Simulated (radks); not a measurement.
Question: All-electron atom: Pt I in [Xe] 4f14 5d9 6s1. Calculated with a radial shooting solver on a logarithmic mesh with Libxc functionals: scalar-relativistic Kohn-Sham, LDA (Slater exchange, VWN5 correlation), spin-polarised, spherical densities, point nucleus; open shells are filled with parallel spins first (spin-orbit coupling, left out, can overturn this in heavy ions); hard spherical wall at 6 bohr. Some entries of the table are withheld. Estimate them.

orbital  occ.  eigenvalue (Ry)  <1/r> (bohr^-1)  <r^2> (bohr^2)
1s up       1        -5760.448            93.95       0.0004064
1s down     1        -5760.446            93.95       0.0004064
2s up       1        -1012.006            22.01        0.006206
2s down     1        -1012.001            22.01        0.006206
2p up       3        -877.3016            19.66        0.005204
2p down     3        -877.2975            19.66        0.005204
3s up       1        -237.6445            8.157         0.04009
3s down     1        -237.6417            8.157         0.04009
3p up       3        -198.4272            7.461         0.04110
3p down     3        -198.4242            7.461         0.04110
3d up       5        -155.8515            7.030         0.03403
3d down     5        -155.8476            7.030         0.03403
4s up       1        -50.97647            3.493          0.1947
4s down     1        -50.97092            3.493          0.1947
4p up       3        -38.11261            3.157          0.2223
4p down     3        -38.10689            3.157          0.2223
4d up       5        -22.49515            2.826          0.2538
4d down     5        -22.48841            2.826          0.2537
5s up       1         -7.47301            1.421           1.018
5s down     1         -7.44037            1.423           1.015
4f up       7         -5.13064            2.389          0.3251
4f down     7         -5.12133            2.390          0.3244
5p up       3         -4.10314            1.201           1.384
5p down     3         -4.06224            1.203           1.378
5d up       5              (1)           0.7864           3.429
6s up       1         -0.41414           0.4599           8.137
5d down     4              (2)           0.7911           3.402
6s down     0         -0.34593           0.4570           8.252
6p up       0          0.05751           0.3710           11.39
6p down     0          0.11681           0.3666           11.58
7s up       0          0.79193              (3)           15.11
7s down     0          0.83412              (4)           15.11
5f up       0          0.93615           0.2884             (5)
5f down     0          0.98436           0.2853             (6)

Answer: 
(1) 5d up eigenvalue (Ry): -0.44791
(2) 5d down eigenvalue (Ry): -0.38850
(3) 7s up <1/r> (bohr^-1): 0.3761
(4) 7s down <1/r> (bohr^-1): 0.3772
(5) 5f up <r^2> (bohr^2): 14.94
(6) 5f down <r^2> (bohr^2): 15.17
